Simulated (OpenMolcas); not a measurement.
**Levels of Os6+ by method**

```json
{
  "Program": "OpenMolcas 26.06",
  "Basis": "ANO-R2 [8s6p5d3f1g]",
  "Scalar Hamiltonian": "X2C, finite nucleus",
  "Active space": "2 electrons in 10 orbitals (5d 6d)",
  "State averaging": "2S+1 = 3 even, 10 roots; 2S+1 = 1 even, 15 roots",
  "Spin-orbit coupling": "RASSI with atomic mean-field integrals over the reference wave functions, term energies averaged over their components"
}
```

Methods on the same reference wave functions:
A. CASSCF
B. SS-CASPT2, IPEA 0.25 Eh, imaginary shift 0.1 Eh (closed shells correlated: 5s 5p)

Energies in cm⁻¹ above 5d² ³F₂, the measured ground level; measured values from van het Hof, Joshi, Wyart and Sugar, J. Res. Natl. Inst. Stand. Technol. 100, 687 (1995).

| Level | A | B | Measured |
| --- | --- | --- | --- |
| 5d² ³F₂ | 0.0 | 0.0 | 0.0 |
| 5d² ³F₃ | 10209 | 10510 | 10308 |
| 5d² ³P₀ | 18160 | 16630 | 15837 |
| 5d² ³F₄ | 18416 | 18450 |  |
| 5d² ³P₁ | 24187 | 22970 | 22098 |
| 5d² ¹G₄ | 33520 | 32200 | 31274 |
| 5d² ³P₂ [56 %] | 35442 | 33820 | 33127 |
| 5d² ¹S₀ | 63358 | 58750 | 57710 |

Deviations, from unrounded energies. A percentage is the sum of absolute deviations over the sum of measured energies, with the sign that they share, or ± where signs differ.

| Against measurement | Levels | A | B |
| --- | --- | --- | --- |
| mean absolute deviation (cm-1) | 6 | 2500 | 750 |
| fine structure of the ground term (%) | 1 | -1.0 | +2.0 |
| other terms of the ground configuration (%) | 5 | +9.1 | +2.7 |

B lies closest to measurement on these levels. The largest miss of B in the table is 5d² ¹S₀, by +1000 cm-1. The ranking rests on the paired levels alone, and a cruder setting can come out closer through cancelling errors.

From A to B the spin-free energies of the other terms of 5d² shown, above ³F, scale by factors of 0.89 to 0.90, as is usual when dynamic correlation screens the repulsion within a d or f shell.

The lowest spin-free term lies below A's lowest term by 0.215 hartree in B.

Term energies are means over components that CASPT2 splits; among the terms shown or strongly mixed into the levels shown the widest spread is 510 cm-1 (5d² ¹G, B). Active for correlation alone: 6d; no level in the range computed is led by a configuration that fills it, so any true level of that kind is missing. Without dynamic correlation excited terms often stand tens of per cent too high (terms of higher spin than the ground term too low), and those without a measured partner can miss by more than the paired ones (holds for A). Measured partners are found by configuration, term and J. A level has none where our copy of the source lacks it or the pairing is in doubt (some pairs that miss far off the trend of their configuration count as doubtful), and it then counts in no deviation. Levels of configurations outside the active space are missing. Levels that lie high or do not pair safely by name in every column are left out.

A share in square brackets marks a mixed level and gives the weight of the term that names it, the lowest over the columns.
